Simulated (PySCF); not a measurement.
**Scandium: a sound run and one with changed settings**

Sound run: Sc⁺ [Ar] 3d1 4s1, Sc²⁺ [Ar] 3d1. All numbers are calculated (PySCF 2.14, the spin-free X2C one-electron Hamiltonian (Gaussian nucleus), in x2c-TZVPall (6s5p4d1f, 48 functions)). In the sound run the correlated levels freeze [Ar]. The sound run starts from symmetry-adapted Hartree-Fock orbitals and uses a fine grid where one is needed.

Changed run: no relativity, point nucleus. This setting is unsound on purpose.

```
species  method  sound run (hartree)  changed run (hartree)  converged
    Sc⁺     UHF           -763.07766             -758.64208        yes
    Sc⁺     PBE           -763.71356             -759.28173        yes
    Sc⁺     LDA           -761.94704             -757.51760        yes
    Sc⁺     MP2           -763.08035             -758.64470        yes
   Sc²⁺     UHF           -762.62829             -758.19577        yes
   Sc²⁺     PBE           -763.23189             -758.80363        yes
   Sc²⁺     LDA           -761.45945             -757.03375        yes
```

Ionisation energy of Sc⁺:

```csv
method,sound run (eV),changed run (eV)
UHF,12.228,12.145
PBE,13.107,13.010
LDA,13.268,13.166
MP2,12.301,12.216
SCS-MP2,12.252,12.168
```

Most of the change in total energy is the relativistic energy itself. On top of that the contraction fixes the core shape for the Hamiltonian it was made with, so the changed run is not a good calculation with the other Hamiltonian either.

For comparison, NIST gives 12.800 eV between the lowest levels.
